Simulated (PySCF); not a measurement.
Compound: C₅H₄ClO (charge +1).
SMILES with atom numbers: `[Cl:1][c:2]1[cH:3][cH:4][o+:5][cH:6][cH:7]1` (hydrogens: H8 on C3; H9 on C4; H10 on C6; H11 on C7)

Computed with core-valence-separated Tamm–Dancoff BHandHLYP/aug-pcX-1 (pcseg-1 on H, def2-SVPD on Cl) in PySCF, non-relativistic, gas phase, PBE0-D3(BJ)/def2-SVP geometry.

Computed carbon K-edge spectrum, Gaussian lines of 0.5 eV full width, highest printed point 100; it ends one width below the last computed root. Absolute energies from this functional tend to lie a few eV below measured edges; no shift was applied.

| photon energy (eV) | absorption |
| --- | --- |
| 282.6 | 0 |
| 282.8 | 5 |
| 283.0 | 28 |
| 283.2 | 75 |
| 283.4 | 100 |
| 283.6 | 72 |
| 283.8 | 26 |
| 284.0 | 4 |
| 284.2 | 0 |
| 284.4 | 0 |
| 284.6 | 0 |
| 284.8 | 0 |
| 285.0 | 0 |
| 285.2 | 0 |
| 285.4 | 0 |
| 285.6 | 0 |
| 285.8 | 0 |
| 286.0 | 0 |
| 286.2 | 0 |
| 286.4 | 0 |
| 286.6 | 0 |
| 286.8 | 1 |
| 287.0 | 4 |
| 287.2 | 11 |
| 287.4 | 20 |
| 287.6 | 25 |
| 287.8 | 21 |
| 288.0 | 9 |
| 288.2 | 2 |
| 288.4 | 1 |
| 288.6 | 3 |
| 288.8 | 11 |
| 289.0 | 24 |
| 289.2 | 35 |

Question: Where are the maxima, and which lines make them up?

Answer: 2 maxima:
- 283.4 eV: C4/C6 (aromatic CH next to a ring oxygen), 283.50 eV, f = 0.166, sum of 2, 1s→π*, 50 % of the height at the exact maximum; C2 + C3/C7 (aromatic C–Cl carbon and aromatic CH carbon), 283.27 eV, f = 0.166, sum of 2, 49 % of the height at the exact maximum
- 287.6 eV: C2 (aromatic C–Cl carbon), 287.73 eV, f = 0.056, 68 % of the height at the exact maximum; C3/C7 (aromatic CH carbon), 287.43 eV, f = 0.036, sum of 2, 31 % of the height at the exact maximum

Further lines of some strength in the range: C3/C7, 288.88 eV, f = 0.018, sum of 2; C3/C7, 289.08 eV, f = 0.022, sum of 2.

Roots within 0.03 eV on the same or equivalent atoms count as one line; shares under 12 % aren't listed.

Vibrational structure and lifetime widths aren't in the curve. The ionisation threshold wasn't computed; near and above it a finite basis only mimics Rydberg series and continuum.
